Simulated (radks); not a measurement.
All-electron atom: Ta III in [Kr] 4d10 4f14 5s2 5p5.75 5d3 5f0.25 (fractional occupations, a model configuration). All-electron calculation, Dirac Kohn-Sham, LDA (Slater exchange, VWN5 correlation), spin-unpolarised, spherical densities, point nucleus; open shells are shared between the two j in proportion to 2j + 1. Program: a radial shooting solver on a logarithmic mesh with Libxc functionals.

Radial electron density D(r) = 4 pi r^2 rho(r):

| r (bohr) | D(r) (e/bohr) |
|---|---|
| 0.004161 | 52.03 |
| 0.004883 | 61.40 |
| 0.005776 | 71.66 |
| 0.006778 | 81.29 |
| 0.008018 | 90.44 |
| 0.009409 | 97.39 |
| 0.01113 | 101.9 |
| 0.01306 | 103.1 |
| 0.01533 | 101.3 |
| 0.01813 | 97.18 |
| 0.02128 | 93.04 |
| 0.02517 | 91.20 |
| 0.02954 | 94.21 |
| 0.03494 | 103.2 |
| 0.041 | 115.7 |
| 0.04851 | 127.8 |
| 0.05692 | 133.0 |
| 0.0668 | 128.7 |
| 0.07902 | 116.5 |
| 0.09273 | 105.5 |
| 0.1097 | 103.4 |
| 0.1287 | 111.6 |
| 0.1523 | 120.9 |
| 0.1787 | 117.4 |
| 0.2114 | 97.21 |
| 0.2481 | 73.81 |
| 0.2911 | 61.79 |
| 0.3444 | 65.31 |
| 0.4041 | 72.48 |
| 0.478 | 69.96 |
| 0.561 | 56.35 |
| 0.6636 | 38.89 |
| 0.7787 | 26.54 |
| 0.9212 | 19.31 |
| 1.081 | 15.21 |
| 1.269 | 11.57 |
| 1.501 | 7.806 |
| 1.761 | 4.786 |
| 2.083 | 2.595 |
| 2.445 | 1.357 |
| 2.892 | 0.6481 |
| 3.394 | 0.3015 |
| 4.015 | 0.1323 |
| 4.711 | 0.07106 |
| 5.529 | 0.05187 |
| 6.54 | 0.04230 |
| 7.675 | 0.03078 |
| 9.079 | 0.01696 |
| 10.65 | 0.006983 |
| 12.6 | 0.001844 |
| 14.79 | 0.0003341 |

D(r) has 4 maxima, at r = 0.0129, 0.0574, 0.160, 0.427 bohr, and minima at 0.0248, 0.104, 0.303 bohr, inside which lie 2.01, 11.12, 29.94 electrons.
